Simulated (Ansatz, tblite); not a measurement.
Isomers of Hg₅⁺ (doublet), found by a short tight-binding search and relaxed with PBE0/def2-SVP in Ansatz.

In the def2 sets Hg takes a core potential; there is no spin–orbit coupling. The xTB rows come from tblite. B3LYP takes the VWN-RPA correlation. Correlated methods freeze no core orbitals; core or outer-core shells of Hg are correlated, in sets that lack core-valence functions.

Run but left out: MP2/def2-TZVP (C: ⟨S²⟩ 0.90, where a pure state has 0.75).

A: At MP2/def2-TZVP the charge 1 doublet is spin-contaminated (final ⟨S²⟩ up to 0.87, 0.75 for a pure state). B: At MP2/def2-TZVP the charge 1 doublet is spin-contaminated (final ⟨S²⟩ up to 0.83, 0.75 for a pure state). C: At MP2/def2-TZVP the charge 1 doublet is spin-contaminated (final ⟨S²⟩ up to 0.90, 0.75 for a pure state).

Other spin states weren't relaxed.

A:

```xyz
5

Hg    0.177    1.264    0.172
Hg   -1.105   -0.606   -1.906
Hg    0.817   -1.362    1.641
Hg   -0.469   -3.505   -0.496
Hg    0.580    4.208    0.588
```

B:

```xyz
5

Hg   -0.840    0.610    1.706
Hg   -1.656   -1.877   -0.147
Hg    0.838   -0.609   -1.698
Hg   -0.523    2.214   -1.053
Hg    2.180   -0.339    1.193
```

C:

| atom | x (Å) | y (Å) | z (Å) |
| --- | --- | --- | --- |
| Hg1 | -0.282 | 2.959 | 2.224 |
| Hg2 | -3.701 | 0.900 | 0.007 |
| Hg3 | -0.679 | 0.573 | 0.311 |
| Hg4 | 1.298 | -1.267 | -0.736 |
| Hg5 | 3.364 | -3.164 | -1.806 |

**Question.** Estimate which lies lowest at each level, and how far above it the others are (kcal/mol).

**Answer.** 
| level | A | B | C |
| --- | --- | --- | --- |
| GFN1-xTB | 0.0 | 2.7 | 1.3 |
| GFN2-xTB | 5.6 | 19.0 | 0.0 |
| HF/def2-TZVP | 6.6 | 13.4 | 0.0 |
| PBE/def2-SVP | 2.2 | 4.9 | 0.0 |
| PBE/def2-TZVP | 2.8 | 5.8 | 0.0 |
| BLYP/def2-TZVP | 3.3 | 7.8 | 0.0 |
| r2SCAN/def2-TZVP | 2.2 | 3.5 | 0.0 |
| B3LYP/def2-TZVP | 3.6 | 7.6 | 0.0 |
| PBE0/def2-SVP | 2.7 | 5.2 | 0.0 |
| PBE0/def2-TZVP | 3.5 | 6.3 | 0.0 |
| B2PLYP/def2-TZVP | 2.6 | 4.3 | 0.0 |
| RPA@PBE/def2-TZVP | 1.4 | 1.8 | 0.0 |
Point groups (tolerance 0.1 Å): A C2v, B D3h, C Cs. Lower isomers may exist.
